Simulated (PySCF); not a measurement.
2-bromoprop-1-ene (C3H5Br), SMILES C=C(C)Br.

The structure is a stationary point at TPSSh-D3(BJ)/def2-SVP.

Calculation: ωB97X/def2-TZVP (PySCF).

Symmetry labels are those of the subgroup Cs that the program uses (full group Cs).

Computed valence orbital energies around the gap with their symmetry:
```json
[
 {"orbital": "HOMO−7", "symmetry": "A'", "energy (eV)": "-15.91"},
 {"orbital": "HOMO−6", "symmetry": "A'", "energy (eV)": "-15.23"},
 {"orbital": "HOMO−5", "symmetry": "A\"", "energy (eV)": "-14.86"},
 {"orbital": "HOMO−4", "symmetry": "A'", "energy (eV)": "-13.55"},
 {"orbital": "HOMO−3", "symmetry": "A'", "energy (eV)": "-12.41"},
 {"orbital": "HOMO−2", "symmetry": "A\"", "energy (eV)": "-11.66"},
 {"orbital": "HOMO−1", "symmetry": "A'", "energy (eV)": "-10.56"},
 {"orbital": "HOMO", "symmetry": "A\"", "energy (eV)": "-9.53"},
 {"orbital": "LUMO", "symmetry": "A\"", "energy (eV)": "2.01"},
 {"orbital": "LUMO+1", "symmetry": "A'", "energy (eV)": "2.41"},
 {"orbital": "LUMO+2", "symmetry": "A'", "energy (eV)": "3.41"},
 {"orbital": "LUMO+3", "symmetry": "A'", "energy (eV)": "4.51"}
]
```
